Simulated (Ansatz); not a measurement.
Ansatz (a first-principles code) input (wB97X-V/def2-TZVPD):

Ansatz 0.2 input:
```yaml
crystal:
  periodic: [false, false, false]
  atoms:
    - {symbol: N, position_ang: [0.00699676, -0.00216503, -1.71615934]}
    - {symbol: H, position_ang: [0.81714496, -0.48347954, -2.09539363]}
    - {symbol: H, position_ang: [-0.81214675, -0.46249635, -2.10206270]}
    - {symbol: H, position_ang: [0.02067820, 0.93803076, -2.10043413]}
    - {symbol: Li, position_ang: [-0.00135659, 0.00041977, 0.33274250]}
    - {symbol: F, position_ang: [-0.00784266, 0.00242678, 1.92364204]}
basis:
  gaussian:
    orbitals: def2-TZVPD
hamiltonian:
  xc: {name: wB97X-V}
magnetization: {spin_polarized: true, initial_magnetization: 2}
```

End of the output:

```
integrals: 0.05 GiB planned
694 factors; their error is unknown
integrals: 0.08 GiB planned
284 factors; integrals over basis functions are off by at most 1.7e-5 eV
mean field: 0.59 GiB planned
mean field evaluation 1: about -4450.3012 eV, gradient 3.6e1 eV
mean field evaluation 2: about -4434.8629 eV, gradient 7.8e1 eV
mean field evaluation 4: about -4455.0450 eV, gradient 5.3e0 eV
mean field evaluation 8: about -4455.4608 eV, gradient 2.4e0 eV
mean field evaluation 16: about -4455.7829 eV, gradient 3.0e-1 eV
mean field evaluation 32: about -4456.1138 eV, gradient 5.8e0 eV
mean field evaluation 64: about -4455.9043 eV, gradient 6.0e0 eV
mean field -4456.17857910 eV, -163.7615422756 hartree, gradient 2.0e-6 eV, S^2 2.001769; 11 other end points of the search recorded, 0 dependent functions left out
reference -4456.17858250 eV, -163.7615424007 hartree; 12, 10 occupied and 109, 111 virtual orbitals, 694 factors
Total energy: -4456.17858250 eV, -163.7615424007 hartree
```

This state (charge 0, triplet) is run at the relaxed geometry of the species with charge 0 and multiplicity 1, and is a spin state other than that species' own.
